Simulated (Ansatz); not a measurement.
Consider the formal exchange of groups at the Sn–C bond: `[CH3][SnH]([CH3])[CH3]` + SiH₄ → `[CH3][SnH]([CH3])[SiH3]` + CH₄.

Program: Ansatz. Geometries: PBE0-D4/def2-TZVP. ΔE: electronic, gas phase. CCSD(T)/CBS is the MP2 limit (def2-TZVPP, def2-QZVPP) plus CCSD(T) − MP2 in def2-TZVPP, frozen cores. This one scheme is used for every species. DFT in def2-TZVPP. B3LYP here is the variant with VWN-RPA as its local correlation; programs differ in this. def2 core potentials past Kr. For Sn outer-core shells are correlated without core-valence functions, which leaves a few kJ/mol of doubt a bond.

```
             level  ΔE (kcal/mol)  difference from CCSD(T)/CBS
            PBE-D4          -14.2                         -3.1
          B3LYP-D4          -12.6                         -1.5
           ωB97X-V          -11.4                         -0.3
           ωB97M-V          -11.3                         -0.2
            B2PLYP          -11.4                         -0.3
               PBE          -13.9                         -2.8
            r2SCAN          -13.1                         -2.0
              PBE0          -13.6                         -2.5
             B3LYP          -12.1                         -1.0
     HF/def2-TZVPP          -10.2                          0.9
SCS-MP2/def2-TZVPP           -9.7                          1.4
   CCSD/def2-TZVPP          -10.5                          0.6
CCSD(T)/def2-TZVPP          -10.6                          0.5
SCS-MP2/def2-QZVPP           -9.9                          1.2
     MP2/CBS(def2)          -10.8                          0.3
    CCSD/CBS(def2)          -11.0                          0.1
       CCSD(T)/CBS          -11.1                            0
```

Largest T1 diagnostic among the species: 0.011.
